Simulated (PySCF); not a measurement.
A homologous series of growing length: n-germane silyl/silyl. Gas-phase values, no solvent. One relaxed conformer stands for each flexible species; it need not be the lowest. Strings in code marks are SMILES.

Calculation: r2SCAN-D4/def2-TZVP // r2SCAN-D4/def2-SVP in PySCF. All candidates: neutral, multiplicity 1. Excitations are Tamm–Dancoff values on a coarser integration grid. The basis has no diffuse functions, so Rydberg states are missing or too high.

| Property | Result |
|---|---|
| brightest of the four lowest singlets (TDA) | 6.47 eV |
| HOMO–LUMO gap | 5.86 eV |
| HOMO | -6.84 eV |

Task: Name which member has these values.
A) `[SiH3][GeH2][GeH2][GeH2][GeH2][GeH2][SiH3]`
B) `[SiH3][GeH2][GeH2][SiH3]` (Si–Ge–Ge–Si torsion 178°)
C) `[SiH3][GeH2][GeH2][GeH2][GeH2][GeH2][GeH2][GeH2][SiH3]`
D) `[SiH3][GeH2][GeH2][GeH2][SiH3]` (Si–Ge–Ge–Ge torsion 175°, Ge–Ge–Ge–Si torsion 178°)

Result: B, `[SiH3][GeH2][GeH2][SiH3]` (Si–Ge–Ge–Si torsion 178°). The others give `[SiH3][GeH2][GeH2][GeH2][GeH2][GeH2][SiH3]`: 5.34 eV, 4.82 eV, -6.39 eV; `[SiH3][GeH2][GeH2][GeH2][SiH3]` (Si–Ge–Ge–Ge torsion 175°, Ge–Ge–Ge–Si torsion 178°): 5.99 eV, 5.39 eV, -6.64 eV; `[SiH3][GeH2][GeH2][GeH2][GeH2][GeH2][GeH2][GeH2][SiH3]`: 4.90 eV, 4.49 eV, -6.25 eV
